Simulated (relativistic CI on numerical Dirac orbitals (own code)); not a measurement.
# Sensitivity of the levels of Nd²²⁺ to α and to the nuclear radius

Method of calculation: Dirac-Coulomb-Breit CI, separate exchange-only KLI orbitals for each configuration, derivatives by finite differences, unscaled Slater integrals, QED left out (own radial code, finite nucleus).

Configuration list (outside the closed core [Ar] 3d10): 4s2.4p6.4d2, 4s2.4p5.4d3, 4s2.4p6.4d.4f, 4s.4p6.4d2.4f, 4s2.4p6.4d.5p, 4s2.4p6.4f2, 4s.4p6.4f3, 4p6.4d4, 4p5.4d5. Double excitations out of closed p, d and f shells are left out; levels of such configurations are missing from the list, as are those of other unlisted configurations, and high levels can miss mixing partners.

With x = (α/α₀)² − 1 an excitation energy changes as ω = ω₀ + qx; K = 2q/ω₀ is the relative enhancement. Terms are leading LS components, so labels can repeat. The field-shift factor is F = δν/δ⟨r²⟩ for the transition from the lowest level.

Lowest level 4s2.4p6.4d2 3F_2.

| Level | ω₀ (cm⁻¹) | q (cm⁻¹) | F (GHz/fm²) |
| --- | --- | --- | --- |
| 4s2.4p6.4d2 3F_3 | 37551 | 41830 | 0.589 |
| 4s2.4p6.4d2 3P_0 | 41690 | 5985 | 0.182 |
| 4s2.4p6.4d2 3P_2 | 61319 | 40290 | 0.666 |
| 4s2.4p6.4d2 3F_4 | 61619 | 53620 | 0.805 |
| 4s2.4p6.4d2 3P_1 | 67827 | 42050 | 0.707 |
| 4s2.4p6.4d2 1G_4 | 100748 | 73650 | 1.17 |
| 4s2.4p6.4d2 3P_2 | 108746 | 85220 | 1.33 |
| 4s2.4p6.4d2 1S_0 | 164441 | 78310 | 1.23 |
| 4s2.4p5.4d3 5F°_2 | 814668 | 35190 | 2.82 |
| 4s2.4p5.4d3 5D°_1 | 818266 | 39100 | 2.84 |
| 4s2.4p5.4d3 5D°_0 | 827451 | 46480 | 3.05 |
| 4s2.4p5.4d3 5F°_3 | 829599 | 60680 | 3.17 |
| 4s2.4p5.4d3 5S°_2 | 843263 | 75120 | 3.01 |

At this charge energies of transitions that change n are usually good to better than 1 %, and those within a shell (Δn = 0) to a few per cent. Terms inside the open d or f shell come out 10 to 20 % too wide with unscaled integrals.

Task: Which transition from the lowest level has the largest |K|?

Result: 4s2.4p6.4d2 3F_3 at 37551 cm⁻¹, K = 2.23.
